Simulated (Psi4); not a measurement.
CHOS, charge +1, singlet, at a GFN2-xTB geometry; R2SCAN/def2-QZVPP (Psi4).

Input for Psi4:
```
memory 2 GB

molecule mol {
1 1
O    -0.341805    0.101021   -1.687045
C    -0.131217    0.040980   -0.583260
S     0.275850   -0.094739    0.974709
H    -0.891865    0.461767    1.400571
}

set {
  basis def2-qzvpp
  reference rks
}

energy('r2scan')
print_variables()
```

Task: What does Psi4 print? Leave out banner, timings and long lists.

Result: 
```
   => Loading Basis Set <=

    Name: DEF2-QZVPP
    Role: ORBITAL
    Keyword: BASIS

         ---------------------------------------------------------
                                   SCF
               by Justin Turney, Rob Parrish, Andy Simmonett
                          and Daniel G. A. Smith
                              RKS Reference
         ---------------------------------------------------------

  ==> Geometry <==

    Molecular point group: c1
    Full point group: C1

    Geometry (in Angstrom), charge = 1, multiplicity = 1:

       Center              X                  Y                   Z               Mass
    ------------   -----------------  -----------------  -----------------  -----------------
         O           -0.356219250043     0.108500144804    -1.663949156327    15.994914619570
         C           -0.145631250043     0.048459144804    -0.560164156327    12.000000000000
         S            0.261435749957    -0.087259855196     0.997804843673    31.972071174400
         H           -0.906279250043     0.469246144804     1.423666843673     1.007825032230

  Running in c1 symmetry.

  Rotational constants: A =      9.33991  B =      0.19579  C =      0.19177 [cm^-1]
  Rotational constants: A = 280003.53241  B =   5869.70344  C =   5749.18353 [MHz]
  Nuclear repulsion =   87.758410635246491

  Charge       = 1
  Multiplicity = 1
  Electrons    = 30
  Nalpha       = 15
  Nbeta        = 15

  ==> Algorithm <==

  SCF Algorithm Type is DF.
  DIIS enabled.
  MOM disabled.
  Fractional occupation disabled.
  Guess Type is SAD.
  Energy threshold   = 1.00e-06
  Density threshold  = 1.00e-06
  Integral threshold = 1.00e-12

  ==> Primary Basis <==

  Basis Set: DEF2-QZVPP
    Blend: DEF2-QZVPP
    Number of shells: 66
    Number of basis functions: 214
    Number of Cartesian functions: 265
    Spherical Harmonics?: true
    Max angular momentum: 4

  ==> DFT Potential <==

   => LibXC <=

    Version 7.1.2
    S. Lehtola, C. Steigemann, M. J. T. Oliveira, and M. A. L. Marques,  SoftwareX 7, 1–5 (2018) (10.1016/j.softx.2017.11.002)

   => Composite Functional: R2SCAN <=

    r2SCAN Meta-GGA XC Functional  (0.1021/acs.jpclett.0c02405)
    J. W. Furness, A. D. Kaplan, J. Ning, J. P. Perdew, J. Sun  J. Phys. Chem. Lett.  11, 8208–8215, 2020

    Deriv               =              1
    GGA                 =           TRUE
    Meta                =           TRUE

    Exchange Hybrid     =          FALSE
    MP2 Hybrid          =          FALSE

   => Exchange Functionals <=

    1.0000   XC_MGGA_X_R2SCAN

   => Correlation Functionals <=

    1.0000   XC_MGGA_C_R2SCAN

   => LibXC Density Thresholds  <==

    XC_MGGA_C_R2SCAN:  1.00E-15
    XC_MGGA_X_R2SCAN:  1.00E-11

   => Molecular Quadrature <=

    Radial Scheme          =       TREUTLER
    Pruning Scheme         =           NONE
    Nuclear Scheme         =       TREUTLER

    Blocking Scheme        =         OCTREE
    BS radius alpha        =              1
    Pruning alpha          =              1
    Radial Points          =             75
    Spherical Points       =            302
    Total Points           =          87092
    Total Blocks           =            698
    Max Points             =            256
    Max Functions          =            208
    Weights Tolerance      =       1.00E-15

   => Loading Basis Set <=

    Name: (DEF2-QZVPP AUX)
    Role: JKFIT
    Keyword: DF_BASIS_SCF

  ==> Integral Setup <==

  SCF_SUBTYPE=INCORE selected. In-core MEM_DF algorithm will be used.
  Using in-core AOs.

  ==> MemDFJK: Density-Fitted J/K Matrices <==

    J tasked:                   Yes
    K tasked:                    No
    wK tasked:                   No
    Algorithm:                 Core
    Schwarz Cutoff:           1E-12
    Mask sparsity (%):       3.3758
    Fitting Condition:        1E-10

   => Auxiliary Basis Set <=

  Basis Set: (DEF2-QZVPP AUX)
    Blend: DEF2-UNIVERSAL-JKFIT
    Number of shells: 94
    Number of basis functions: 298
    Number of Cartesian functions: 357
    Spherical Harmonics?: true
    Max angular momentum: 4

  Minimum eigenvalue in the overlap matrix is 1.2478112424E-04.
  Reciprocal condition number of the overlap matrix is 1.8302935194E-05.
    Using symmetric orthogonalization.

  ==> Pre-Iterations <==

  SCF Guess: Superposition of Atomic Densities via on-the-fly atomic UHF (no occupation information).

   -------------------------
    Irrep   Nso     Nmo
   -------------------------
     A        214     214
   -------------------------
    Total     214     214
   -------------------------

  ==> Iterations <==

                           Total Energy        Delta E     RMS |[F,P]|

   @DF-RKS iter SAD:  -511.90923113245771   -5.11909e+02   0.00000e+00
   @DF-RKS iter   1:  -511.67695271674194    2.32278e-01   2.71778e-03 DIIS/ADIIS
   @DF-RKS iter   2:  -511.09720650115048    5.79746e-01   5.78353e-03 DIIS/ADIIS
   @DF-RKS iter   3:  -511.73482068006177   -6.37614e-01   1.57926e-03 DIIS/ADIIS
   @DF-RKS iter   4:  -511.77120488121477   -3.63842e-02   5.73353e-04 DIIS/ADIIS
   @DF-RKS iter   5:  -511.77841965918356   -7.21478e-03   2.21145e-04 DIIS/ADIIS
   @DF-RKS iter   6:  -511.77959880998856   -1.17915e-03   2.82915e-05 DIIS
   @DF-RKS iter   7:  -511.77961325585170   -1.44459e-05   1.01864e-05 DIIS
   @DF-RKS iter   8:  -511.77961552314821   -2.26730e-06   1.89430e-06 DIIS
   @DF-RKS iter   9:  -511.77961559062703   -6.74788e-08   3.90130e-07 DIIS
  Energy and wave function converged.

  ==> Post-Iterations <==

   Electrons on quadrature grid:
      Ntotal   =   30.0000088931 ; deviation = 8.893e-06

    Orbital Energies [Eh]
    ---------------------

    Doubly Occupied:

[...]
    Virtual:

[...]
     214A    451.570780

    Final Occupation by Irrep:
              A
    DOCC [    15 ]
    NA   [    15 ]
    NB   [    15 ]

  @DF-RKS Final Energy:  -511.77961559062703

   => Energetics <=

    Nuclear Repulsion Energy =             87.7584106352464914
    One-Electron Energy =                -869.6143972824492039
    Two-Electron Energy =                 309.7236756280476015
    DFT Exchange-Correlation Energy =     -39.6473045714719134
    Empirical Dispersion Energy =           0.0000000000000000
    VV10 Nonlocal Energy =                  0.0000000000000000
    Total Energy =                       -511.7796155906270315

Computation Completed

Properties will be evaluated at   0.000000,   0.000000,   0.000000 [a0]

Properties computed using the SCF density matrix

 Multipole Moments:

 ------------------------------------------------------------------------------------
     Multipole            Electronic (a.u.)      Nuclear  (a.u.)        Total (a.u.)
 ------------------------------------------------------------------------------------

 L = 1.  Multiply by 2.5417464519 to convert [e a0] to [Debye]
 Dipole X            :          0.5764787           -0.8444218           -0.2679431
 Dipole Y            :         -0.2836892            0.4381226            0.1544334
 Dipole Z            :         -0.4723746            1.3529799            0.8806054
 Magnitude           :                                                    0.9333322

 ------------------------------------------------------------------------------------

  Variable Map:
  ----------------------------------------------------------------------------
[...]
  Array Variable Map:
  ----------------------------------------------------------------------------
[...]
[...]
```
